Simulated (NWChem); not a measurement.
System: CH₄BeSe; SMILES [SeH][Be][CH3]

Input file for NWChem:

```
start job
memory heap 200 mb stack 900 mb global 1100 mb
geometry units angstroms noautosym nocenter noautoz
  Be     0.051371    -1.101742    -0.001846
  C      0.008165    -2.775188     0.000178
  H     -0.722384    -3.174275    -0.725702
  H     -0.258153    -3.189134     0.988459
  H      0.988397    -3.206609    -0.272223
  Se     0.142525     0.940664    -0.004658
  H     -1.329778     1.011123     0.005750
end
basis spherical
  * library 6-31g*
end
dft
  xc hfexch
  iterations 150
end
property
  shielding
end
task dft property
```

Geometry: optimised at PBE0/def2-SVP.

GIAO values for the isolated, static molecule; σ is the absolute isotropic shielding, δ = σ(reference) − σ with the isolated reference molecule computed at the same levels (13C: tetramethylsilane, 1H: tetramethylsilane). Spin-orbit effects, on the heavy nuclei and on their neighbours, are missing.

Atoms are numbered as in the input.

Predict the main results of this run. (Hartree-Fock/6-31G* (spherical d), GIAO.) Quantities: σ Be1 (ppm); δ C2 (ppm); δ H3 (rotor mean) (ppm); σ Se6 (ppm); δ H7 (ppm).


```yaml
"σ Be1 (ppm)": 90.4
"δ C2 (ppm)": -7.1
"δ H3 (rotor mean) (ppm)": -0.34
"σ Se6 (ppm)": 2374.7
"δ H7 (ppm)": 0.15
```
